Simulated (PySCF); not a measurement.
**Basis-set dependence of population analyses: `BN[Si@H](C)N`**

Species: CH₉BN₂Si.
Geometry (PBE0-D3(BJ)/def2-SVP, Å), atoms numbered from 1 in this order:
```
atom  x, y, z in Å
B1     1.806   -1.597   -0.544
N2     0.652   -0.835   -0.757
Si3    0.023    0.482    0.233
C4    -1.532   -0.005    1.151
N5    -0.410    1.756   -0.855
H6     2.515   -1.348    0.407
H7     2.087   -2.493   -1.311
H8     0.090   -1.067   -1.573
H9     1.118    0.780    1.205
H10   -2.329   -0.298    0.450
H11   -1.909    0.828    1.767
H12   -1.331   -0.854    1.822
H13   -1.102    2.439   -0.568
H14    0.302    2.192   -1.431
```

PBE0 throughout (PySCF), one geometry, spherical d and f functions. One conformer (not necessarily the lowest) at the PBE0-D3(BJ)/def2-SVP geometry, without solvent, vibrations or thermal averaging. Atoms taken as equivalent share a column and are averaged. The first 7 of 10 kinds of atom are listed.

Mulliken charges (e):

```
        basis  functions      B1      N2     Si3      C4      N5   H6/H7      H8
       STO-3G         38  +0.129  -0.523  +0.914  -0.411  -0.599  -0.073  +0.193
        6-31G         67  +0.267  -0.904  +1.121  -0.830  -1.002  -0.057  +0.351
     pcSseg-0         67  +0.183  -1.038  +1.475  -1.216  -1.071  -0.002  +0.346
       6-31G*         92  +0.096  -0.671  +0.807  -0.777  -0.925  -0.034  +0.354
      cc-pVDZ        119  -0.068  -0.132  +0.455  -0.275  -0.306  -0.051  +0.112
     def2-SVP        119  -0.011  -0.283  +0.617  -0.361  -0.408  -0.048  +0.157
6-311+G(2d,p)        197  +0.050  -0.734  +1.286  -0.809  -0.905  -0.023  +0.251
  aug-cc-pVDZ        200  -1.261  -0.277  +1.071  +0.468  -0.315  +0.543  -0.047
    def2-TZVP        215  -0.064  -0.345  +0.478  -0.495  -0.631  -0.007  +0.229
     IGLO-III        274  +0.233  -0.676  +1.099  -0.639  -0.728  -0.082  +0.206
      cc-pVTZ        280  -0.124  -0.133  +0.376  -0.399  -0.357  -0.015  +0.144
     pcSseg-2        313  +0.340  -0.638  +0.855  -0.297  -0.558  -0.098  +0.170
```

IAO charges (e):

| basis | functions | B1 | N2 | Si3 | C4 | N5 | H6/H7 | H8 |
| --- | --- | --- | --- | --- | --- | --- | --- | --- |
| STO-3G | 38 | +0.006 | -0.559 | +1.048 | -0.652 | -0.695 | -0.021 | +0.214 |
| 6-31G | 67 | -0.021 | -0.608 | +1.025 | -0.733 | -0.827 | -0.005 | +0.274 |
| pcSseg-0 | 67 | -0.034 | -0.596 | +1.060 | -0.740 | -0.801 | -0.008 | +0.268 |
| 6-31G* | 92 | +0.004 | -0.636 | +1.138 | -0.735 | -0.844 | -0.012 | +0.267 |
| cc-pVDZ | 119 | -0.024 | -0.620 | +1.131 | -0.732 | -0.836 | -0.007 | +0.269 |
| def2-SVP | 119 | -0.015 | -0.620 | +1.145 | -0.726 | -0.829 | -0.011 | +0.267 |
| 6-311+G(2d,p) | 197 | -0.015 | -0.647 | +1.173 | -0.757 | -0.878 | -0.006 | +0.277 |
| aug-cc-pVDZ | 200 | -0.020 | -0.634 | +1.139 | -0.745 | -0.867 | -0.005 | +0.275 |
| def2-TZVP | 215 | -0.013 | -0.650 | +1.185 | -0.761 | -0.876 | -0.007 | +0.276 |
| IGLO-III | 274 | -0.015 | -0.650 | +1.182 | -0.761 | -0.880 | -0.006 | +0.277 |
| cc-pVTZ | 280 | -0.015 | -0.646 | +1.172 | -0.758 | -0.871 | -0.007 | +0.276 |
| pcSseg-2 | 313 | -0.010 | -0.652 | +1.183 | -0.761 | -0.879 | -0.007 | +0.277 |

Hirshfeld charges (e):

```
        basis  functions      B1      N2     Si3      C4      N5   H6/H7      H8
       STO-3G         38  +0.077  -0.228  +0.540  -0.129  -0.323  -0.090  +0.105
        6-31G         67  +0.087  -0.250  +0.423  -0.199  -0.329  -0.070  +0.128
     pcSseg-0         67  +0.084  -0.238  +0.455  -0.202  -0.326  -0.077  +0.125
       6-31G*         92  +0.092  -0.243  +0.388  -0.199  -0.315  -0.070  +0.131
      cc-pVDZ        119  +0.090  -0.241  +0.422  -0.210  -0.313  -0.074  +0.128
     def2-SVP        119  +0.091  -0.243  +0.427  -0.214  -0.316  -0.075  +0.129
6-311+G(2d,p)        197  +0.106  -0.268  +0.433  -0.215  -0.321  -0.070  +0.126
  aug-cc-pVDZ        200  +0.101  -0.267  +0.440  -0.224  -0.324  -0.069  +0.126
    def2-TZVP        215  +0.102  -0.262  +0.426  -0.218  -0.321  -0.070  +0.128
     IGLO-III        274  +0.100  -0.263  +0.429  -0.220  -0.321  -0.070  +0.127
      cc-pVTZ        280  +0.100  -0.259  +0.429  -0.219  -0.322  -0.071  +0.128
     pcSseg-2        313  +0.104  -0.267  +0.437  -0.225  -0.326  -0.069  +0.127
```

ESP-fitted charges (e):

```
        basis  functions      B1      N2     Si3      C4      N5   H6/H7      H8
       STO-3G         38  +0.069  -0.365  +1.029  -0.770  -0.966  -0.100  +0.207
        6-31G         67  +0.203  -0.584  +1.045  -0.878  -1.276  -0.106  +0.318
     pcSseg-0         67  +0.218  -0.628  +1.244  -0.995  -1.238  -0.114  +0.312
       6-31G*         92  +0.137  -0.441  +0.828  -0.766  -1.085  -0.091  +0.284
      cc-pVDZ        119  +0.074  -0.349  +0.747  -0.675  -0.961  -0.079  +0.249
     def2-SVP        119  +0.086  -0.372  +0.827  -0.717  -0.998  -0.083  +0.252
6-311+G(2d,p)        197  +0.114  -0.423  +0.871  -0.790  -1.084  -0.082  +0.271
  aug-cc-pVDZ        200  +0.121  -0.409  +0.865  -0.769  -1.051  -0.087  +0.260
    def2-TZVP        215  +0.113  -0.406  +0.858  -0.778  -1.069  -0.085  +0.266
     IGLO-III        274  +0.120  -0.406  +0.849  -0.764  -1.053  -0.086  +0.263
      cc-pVTZ        280  +0.115  -0.397  +0.834  -0.753  -1.018  -0.086  +0.259
     pcSseg-2        313  +0.129  -0.423  +0.896  -0.796  -1.080  -0.088  +0.265
```

Some averages cover members that differ in this geometry, most widely: H6/H7, Mulliken in aug-cc-pVDZ +0.392 to +0.693 e.

**Question.** Which scheme is steadiest as the basis changes?

**Answer.** Largest range over the bases for any column: Hirshfeld 0.15 e, IAO 0.19 e, ESP-fitted 0.50 e, Mulliken 1.68 e. Hirshfeld charges move least and Mulliken charges most, counted in e. Without the minimal STO-3G basis the ranges are Hirshfeld 0.07, IAO 0.16, ESP-fitted 0.50, Mulliken 1.68 e.

**Question.** How much do the charges still move between the two largest bases, cc-pVTZ and pcSseg-2?

**Answer.** At most, over all atoms: Mulliken 0.505 e, IAO 0.011 e, Hirshfeld 0.008 e, ESP-fitted 0.062 e.

**Question.** What do the same runs give for the total energy, the frontier levels and the dipole moment?

**Answer.** 
| basis | energy (Eh) | HOMO (eV) | LUMO (eV) | μ (D) |
| --- | --- | --- | --- | --- |
| STO-3G | -461.5489 | -4.03 | 4.28 | 2.89 |
| 6-31G | -467.0099 | -7.11 | 0.66 | 2.71 |
| pcSseg-0 | -466.3790 | -7.19 | 0.44 | 2.78 |
| 6-31G* | -467.0920 | -7.22 | 0.64 | 2.73 |
| cc-pVDZ | -467.1198 | -7.26 | 0.38 | 2.78 |
| def2-SVP | -466.9007 | -7.32 | 0.34 | 2.79 |
| 6-311+G(2d,p) | -467.1921 | -7.55 | -0.08 | 2.48 |
| aug-cc-pVDZ | -467.1400 | -7.51 | -0.26 | 2.47 |
| def2-TZVP | -467.2083 | -7.52 | 0.07 | 2.56 |
| IGLO-III | -467.2154 | -7.54 | -0.03 | 2.49 |
| cc-pVTZ | -467.2053 | -7.48 | 0.13 | 2.60 |
| pcSseg-2 | -467.2187 | -7.57 | -0.01 | 2.49 |

The dipole is fixed by the density alone, so its range of 0.42 D shows that the density itself changes with the basis, not only its division among atoms.
